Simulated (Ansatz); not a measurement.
Ansatz results at the PBE0-D4/def2-TZVP geometry: HOMO–LUMO gap (PBE0/def2-TZVPP) 6.47 eV; LUMO energy (PBE0/def2-TZVPP) 0.43 eV; size of the dipole moment (ωB97M-V/def2-TZVPP) 1.46 D.

Each molecule was computed in one conformer, which needn't be the lowest.

Which molecule gave them?
A. `C/C(F)=C(/C)Cl`
B. `C/C(Cl)=C/CO`
C. `C[Se]CN`
D. `C=C(O)[SiH3]`

C. The others give `C/C(Cl)=C/CO`: 7.04, -0.19, 1.79; `C=C(O)[SiH3]`: 6.92, -0.01, 1.20; `C/C(F)=C(/C)Cl`: 7.19, 0.38, 0.37.
